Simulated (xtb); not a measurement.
xtb input (GFN1-xTB):

```bash
xtb mol.xyz --gfn 1 --sp --chrg 1 --uhf 0
```
mol.xyz:
```
7

B     -0.16345875    -0.05824432     0.01098435
Cl     0.07314747     1.62936405     0.07083273
Cl     1.01266748    -1.28061557    -0.14560156
N     -1.65577316    -0.53434984     0.11389600
H     -2.22045636    -0.13334527    -0.64321477
H     -2.08332511    -0.21044242     0.98863700
H     -1.74736665    -1.55326598     0.07345409
```

Output:

```
           -------------------------------------------------
          |                Calculation Setup                |
           -------------------------------------------------

           -------------------------------------------------
          |                 G F N 1 - x T B                 |
           -------------------------------------------------

        Reference                      10.1021/acs.jctc.7b00118
      * Hamiltonian:
        H0-scaling (s, p, d)           1.850000    2.250000    2.000000
        zeta-weighting                 0.000000
      * Dispersion:
        s8                             2.400000
        a1                             0.630000
        a2                             5.000000
        s9                             0.000000
      * Repulsion:
        kExp                           1.500000
        rExp                           1.000000
      * Coulomb:
        alpha                          2.000000
        third order                    atomic
        anisotropic                    false
      * Halogen bond correction:
        rad-scale                      1.300000
        damping                        0.440000

          ...................................................
          :                      SETUP                      :
          :.................................................:
          :  # basis functions                  34          :
          :  # atomic orbitals                  32          :
          :  # shells                           16          :
          :  # electrons                        24          :
          :  # halogen bonds                     2          :
          :  max. iterations                   250          :
          :  Hamiltonian                  GFN1-xTB          :
          :  restarted?                      false          :
          :  GBSA solvation                  false          :
          :  PC potential                    false          :
          :  electronic temp.          300.0000000     K    :
          :  accuracy                    1.0000000          :
          :  -> integral cutoff          0.2500000E+02      :
          :  -> integral neglect         0.1000000E-07      :
          :  -> SCF convergence          0.1000000E-05 Eh   :
          :  -> wf. convergence          0.2000000E-04 e    :
          :  Broyden damping             0.4000000          :
          :  net charge                          1          :
          :  unpaired electrons                  0          :
          ...................................................

 iter      E             dE          RMSdq      gap      omega  full diag
   1    -14.4346809 -0.144347E+02  0.570E+00    5.73       0.0  T
   2    -14.4613383 -0.266574E-01  0.352E+00    4.85       1.0  T
   3    -14.4617835 -0.445177E-03  0.110E+00    4.96       1.0  T
   4    -14.4620352 -0.251707E-03  0.131E-01    4.87       1.0  T
   5    -14.4620770 -0.417617E-04  0.852E-03    4.90       4.4  T
   6    -14.4620773 -0.369389E-06  0.228E-03    4.89      16.6  T
   7    -14.4620774 -0.226801E-07  0.207E-04    4.89     182.7  T
   8    -14.4620774  0.504995E-09  0.365E-04    4.89     103.5  T
   9    -14.4620774 -0.535229E-09  0.623E-06    4.89    6070.1  T
  10    -14.4620774 -0.154543E-12  0.265E-07    4.89  100000.0  T

   *** convergence criteria satisfied after 10 iterations ***

         #    Occupation            Energy/Eh            Energy/eV
      -------------------------------------------------------------
         1        2.0000           -1.1266246             -30.6570
       ...           ...                  ...                  ...
         6        2.0000           -0.8360529             -22.7502
         7        2.0000           -0.7549387             -20.5429
         8        2.0000           -0.7047255             -19.1766
         9        2.0000           -0.6940326             -18.8856
        10        2.0000           -0.6584732             -17.9180
        11        2.0000           -0.6542789             -17.8038
        12        2.0000           -0.6474717             -17.6186 (HOMO)
        13                         -0.4676791             -12.7262 (LUMO)
        14                         -0.4008826             -10.9086
        15                         -0.3690767             -10.0431
        16                         -0.3194934              -8.6939
        17                         -0.3186085              -8.6698
       ...                                ...                  ...
        32                          0.3980446              10.8313
      -------------------------------------------------------------
                  HL-Gap            0.1797926 Eh            4.8924 eV
             Fermi-level           -0.5575754 Eh          -15.1724 eV

 SCC (total)                   0 d,  0 h,  0 min,  0.006 sec
 SCC setup                      ...        0 min,  0.000 sec (  1.418%)
 Dispersion                     ...        0 min,  0.000 sec (  0.540%)
 classical contributions        ...        0 min,  0.000 sec (  0.269%)
 integral evaluation            ...        0 min,  0.002 sec ( 26.872%)
 iterations                     ...        0 min,  0.002 sec ( 27.651%)
 molecular gradient             ...        0 min,  0.002 sec ( 41.309%)
 printout                       ...        0 min,  0.000 sec (  1.823%)

         :::::::::::::::::::::::::::::::::::::::::::::::::::::
         ::                     SUMMARY                     ::
         :::::::::::::::::::::::::::::::::::::::::::::::::::::
         :: total energy             -14.371730637840 Eh    ::
         :: gradient norm              0.026042168782 Eh/a0 ::
         :: HOMO-LUMO gap              4.892404809109 eV    ::
         ::.................................................::
         :: SCC energy               -14.462077361154 Eh    ::
         :: -> electrostatic           0.133500829437 Eh    ::
         :: repulsion energy           0.092747722803 Eh    ::
         :: dispersion energy         -0.002400999489 Eh    ::
         :: halogen bond corr.         0.000000000000 Eh    ::
         :: add. restraining           0.000000000000 Eh    ::
         :: total charge               1.000000000000 e     ::
         :::::::::::::::::::::::::::::::::::::::::::::::::::::

           -------------------------------------------------
          |                Property Printout                |
           -------------------------------------------------

    * Orbital Energies and Occupations

         #    Occupation            Energy/Eh            Energy/eV
      -------------------------------------------------------------
         1        2.0000           -1.1266246             -30.6570
         2        2.0000           -1.1227965             -30.5528
         3        2.0000           -1.0599282             -28.8421
         4        2.0000           -0.8443330             -22.9755
         5        2.0000           -0.8431187             -22.9424
         6        2.0000           -0.8360529             -22.7502
         7        2.0000           -0.7549387             -20.5429
         8        2.0000           -0.7047255             -19.1766
         9        2.0000           -0.6940326             -18.8856
        10        2.0000           -0.6584732             -17.9180
        11        2.0000           -0.6542789             -17.8038
        12        2.0000           -0.6474717             -17.6186 (HOMO)
        13                         -0.4676791             -12.7262 (LUMO)
        14                         -0.4008826             -10.9086
        15                         -0.3690767             -10.0431
        16                         -0.3194934              -8.6939
Note: The following floating-point exceptions are signalling: IEEE_DENORMAL
normal termination of xtb
        17                         -0.3186085              -8.6698
        18                         -0.3002621              -8.1705
        19                         -0.2778958              -7.5619
        20                         -0.2526661              -6.8754
        21                         -0.2520044              -6.8574
        22                         -0.2513259              -6.8389
        23                         -0.2503992              -6.8137
       ...                                ...                  ...
        32                          0.3980446              10.8313
      -------------------------------------------------------------
                  HL-Gap            0.1797926 Eh            4.8924 eV
             Fermi-level           -0.5575754 Eh          -15.1724 eV

  Mulliken/CM5 charges         n(s)   n(p)   n(d)
     1B     0.41412  0.22715   0.928  1.658  0.000
     2Cl    0.02495  0.10952   1.916  5.076 -0.016
     3Cl    0.03128  0.11599   1.916  5.069 -0.016
     4N    -0.32955 -0.87270   1.479  3.851  0.000
     5H     0.28782  0.47444   0.712  0.000  0.000
     6H     0.28782  0.47444   0.712  0.000  0.000
     7H     0.28355  0.47117   0.716  0.000  0.000

Wiberg/Mayer (AO) data.
largest (>0.10) Wiberg bond orders for each atom

 ---------------------------------------------------------------------------
     #   Z sym  total        # sym  WBO       # sym  WBO       # sym  WBO
 ---------------------------------------------------------------------------
     1   5 B    3.377 --     3 Cl   1.303     2 Cl   1.294     4 N    0.758
     2  17 Cl   1.436 --     1 B    1.294
     3  17 Cl   1.446 --     1 B    1.303
     4   7 N    3.499 --     7 H    0.901     5 H    0.897     6 H    0.897
                             1 B    0.758
     5   1 H    0.924 --     4 N    0.897
     6   1 H    0.924 --     4 N    0.897
     7   1 H    0.930 --     4 N    0.901
 ---------------------------------------------------------------------------

Topologies differ in total number of bonds
Writing topology from bond orders to xtbtopo.mol

 dipole moment from electron density (au)
     X       Y       Z
  -2.8359  -0.8898   0.1963  total (Debye):    7.571

           -------------------------------------------------
          | TOTAL ENERGY              -14.371730637840 Eh   |
          | GRADIENT NORM               0.026042168782 Eh/α |
          | HOMO-LUMO GAP               4.892404809109 eV   |
           -------------------------------------------------

------------------------------------------------------------------------
------------------------------------------------------------------------
 total:
 SCF:
```

It need not be the lowest isomer of its formula.
